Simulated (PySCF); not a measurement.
F2H5NSi2. Atoms are numbered in the order given.

```xyz
10

Si     0.8643     0.2881     0.0000
F      1.7792    -0.1256    -1.2839
F      1.7792    -0.1256     1.2839
N     -0.6240    -0.5709     0.0000
Si    -2.2602     0.0852     0.0000
H      0.6162     1.7519     0.0000
H     -0.5501    -1.5952     0.0000
H     -3.0286    -0.3529     1.2176
H     -3.0286    -0.3529    -1.2176
H     -2.1239     1.5798     0.0000
```
Charge 0, spin multiplicity 1.

The structure is a stationary point at PBE-D3(BJ)/def2-SVP. The values are those of a single conformer.

These are PySCF with PBE-D3(BJ)/def2-SVP values and carry that method's errors.

Frequencies are harmonic and unscaled.

| mode | ν (cm⁻¹) | IR (km/mol) | moving atoms (share of kinetic energy) |
|---|---|---|---|
| 1 | 27 | 1.9 | F 29 %, N 29 %, H 22 %, Si 19 % |
| 2 | 78 | 0.1 | H 88 %, F 8 % |
| 3 | 176 | 4.5 | Si 39 %, N 28 %, H 19 %, F 15 % |
| 4 | 217 | 4.7 | F 42 %, H 33 %, Si 13 %, N 12 % |
| 5 | 268 | 27.1 | F 65 %, Si 25 % |
| 6 | 363 | 14.6 | F 53 %, Si 42 % |
| 7 | 417 | 74.7 | H 64 %, N 26 % |
| 8 | 601 | 0.1 | H 61 %, Si 27 %, N 9 % |
| 9 | 690 | 72.2 | H 82 %, N 10 %, Si 8 % |
| 10 | 758 | 108.3 | H 40 %, N 29 %, Si 24 % |
| 11 | 792 | 3.0 | H 84 %, F 16 % |
| 12 | 823 | 4.8 | H 52 %, F 25 %, N 14 %, Si 9 % |
| 13 | 865 | 190.2 | H 37 %, F 29 %, Si 26 % |
| 14 | 894 | 28.9 | H 95 % |
| 15 | 914 | 172.9 | H 77 %, Si 14 %, N 9 % |
| 16 | 931 | 270.3 | H 71 %, N 15 %, Si 14 % |
| 17 | 934 | 208.0 | Si 49 %, F 40 %, H 11 % |
| 18 | 976 | 6.2 | H 73 %, Si 13 %, N 12 % |
| 19 | 1167 | 262.1 | H 58 %, N 35 % |
| 20 | 2160 | 132.6 | H 96 % |
| 21 | 2163 | 97.0 | H 98 % |
| 22 | 2191 | 70.7 | H 96 % |
| 23 | 2271 | 81.3 | H 97 % |
| 24 | 3490 | 44.9 | H 93 % |
